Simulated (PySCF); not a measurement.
Y(OH) (HOY), SMILES [OH][Y].

Geometry: PBE0-D3(BJ)/def2-TZVPD. The multiplicity is an assumed one; other spin states were not compared. The def2 effective core potentials stand for the cores of Y; spin–orbit coupling is left out.

Two levels are set side by side: PBE/def2-TZVPD (PySCF) and r2SCAN/def2-TZVPD (PySCF). Same geometry, gas phase. Differences are taken from unrounded values.

| quantity | r2SCAN |
|---|---|
| orbital gap (eV) | 1.51 |
| highest occupied level (eV) | -3.87 |
| lowest empty level (eV) | -2.35 |
| dipole moment (D) | 0.64 |
| mean polarisability (bohr³) | 149.0 |

Problem. What does PBE give, and how far is it from r2SCAN? (An estimate is asked for; the answer gives what the named calculation found.)

Solution. 
| quantity | PBE | PBE minus r2SCAN |
|---|---|---|
| orbital gap (eV) | 1.28 | -0.23 |
| highest occupied level (eV) | -3.79 | 0.08 |
| lowest empty level (eV) | -2.51 | -0.15 |
| dipole moment (D) | 0.57 | -0.07 |
| mean polarisability (bohr³) | 145.0 | -4.0 |

Rough cost on one machine, each run with all the roots and properties that it gave: r2SCAN against PBE about 3 times.
